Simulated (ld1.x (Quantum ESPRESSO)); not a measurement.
# Which change was made? (Sb, TM)

| Item | Value |
| --- | --- |
| Element | Sb (Z = 51) |
| Generator | ld1.x (Quantum ESPRESSO) 7.5 |
| Type | norm-conserving Troullier–Martins (Kleinman–Bylander form) |
| Functional | BLYP |
| Relativity | scalar-relativistic |
| Frozen core | [Kr] 4d10 |
| Valence charge | 5 |
| Reference configuration | 5s2 5p1 (charge +2) |
| Partial waves | 5p (bound): rc 1.70 bohr; 5s (bound): rc 1.50 bohr |
| Local potential | the s channel |
| Core correction | a·sin(br)/r model core inside 1.10 bohr |

Cutoffs, loose and tight: the cutoffs (Ry, on a coarse ladder) from which the occupation-weighted sum of valence levels, in a spherical-Bessel basis at the reference potential, stays within 10 and 1 mRy of its value at 400 Ry. They do not see the model core or the augmentation charge, which bear on the density cutoff. Test errors are all-electron minus pseudo excitation energies from the reference, over the configurations 5s2 5p3; 5s2 5p2; 5s2 5p0; 5s2 5p3.3; 5s1 5p3; 5s1 5p4; 5s1 5p0; variants that change the core or the reference have their own tests.

The base gives: outcome: generated; cutoff, loose: 55 Ry; cutoff, tight: 140 Ry; bound ghosts: p; largest test error (meV): -238.

Q: After one change the result is: outcome: generated; cutoff, loose: 25 Ry; cutoff, tight: 35 Ry; bound ghosts: none; largest test error (meV): -229. Which change was it?
A. all radii but the core radius scaled by about 1.29 (s 1.94, p 2.20 bohr)
B. wave 5s (bound): rc 1.50 bohr becomes 5s (bound): rc 1.22 bohr
C. wave 5p (bound): rc 1.70 bohr becomes 5p (bound): rc 1.98 bohr
D. reference 5s2 5p3

A: A. The others give: wave 5s (bound): rc 1.50 bohr becomes 5s (bound): rc 1.22 bohr → outcome: generated; cutoff, loose: 160 Ry; cutoff, tight: over 300 Ry; bound ghosts: p, s (extra level of the local part); largest test error (meV): +78 | wave 5p (bound): rc 1.70 bohr becomes 5p (bound): rc 1.98 bohr → outcome: generated; cutoff, loose: 55 Ry; cutoff, tight: 120 Ry; bound ghosts: none; largest test error (meV): -222 | reference 5s2 5p3 → outcome: generated; cutoff, loose: 55 Ry; cutoff, tight: 140 Ry; bound ghosts: p; largest test error (meV): -448.
